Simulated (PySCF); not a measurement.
## Diatomics of Cl with the fifth-period p block

PBE0 with double-zeta basis sets in PySCF, for the lowest determinant that a PBE0 search found; no spin–orbit coupling. De refers to high-spin ground-configuration atoms. A positive dipole means M(−)Cl(+).

```tsv
M	basis	state (unpaired electrons)	Re (Å)	ωe (cm⁻¹)	De (eV)	μ (D)
In	def2-SVP	singlet (closed shell)	2.430	328	4.51	-3.19
Sn	x2c-SVPall	doublet (π ↑)	2.387	360	3.87	-2.57
Sb	x2c-SVPall	triplet (π ↑↑)	2.371	371	3.06	-2.29
Te	def2-SVP	doublet (π ↑)	2.353	388	2.63	-1.70
I	def2-SVP	singlet (closed shell)	2.357	386	2.19	-1.39
```

The shortest bond is that of TeCl (2.353 Å), the longest that of InCl (2.430 Å). InCl is bound most strongly (4.51 eV) and ICl least (2.19 eV).

The rows differ in basis set, which adds steps of its own.

The state changes along the series, so neighbouring rows are not always alike in their bonding.

These are scalar-relativistic numbers at best; spin–orbit coupling would shift them, the dissociation energy most. States were picked by a PBE0 search and need not be the measured ground states.
